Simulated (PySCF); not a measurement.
## Trend along group 14: MCs molecules

PBE0 with double-zeta basis sets in PySCF, for the lowest determinant that a PBE0 search found; no spin–orbit coupling. De refers to high-spin ground-configuration atoms. A positive dipole means M(−)Cs(+).

| M | basis | state (unpaired electrons) | Re (Å) | ωe (cm⁻¹) | De (eV) | μ (D) |
| --- | --- | --- | --- | --- | --- | --- |
| C | def2-SVPD | quartet (σ ↑, π ↑↑) | 2.822 | 311 | 2.24 | 9.19 |
| Si | def2-SVP | quartet (σ ↑, π ↑↑) | 3.350 | 165 | 1.68 | 10.28 |
| Ge | def2-SVP | quartet (σ ↑, π ↑↑) | 3.388 | 111 | 1.59 | 10.25 |
| Sn | def2-SVP | quartet (σ ↑, π ↑↑) | 3.583 | 88.3 | 1.43 | 10.74 |
| Pb | def2-SVP | quartet (σ ↑, π ↑↑) | 3.627 | 74.8 | 1.30 | 10.37 |

The shortest bond is that of CsC (2.822 Å), the longest that of CsPb (3.627 Å).

The rows differ in basis set, which adds steps of its own.

Down a group the atoms grow and get heavier, so bonds lengthen and wavenumbers fall; this series shows no clear exception.

These are scalar-relativistic numbers at best; spin–orbit coupling would shift them, the dissociation energy most. States were picked by a PBE0 search and need not be the measured ground states.
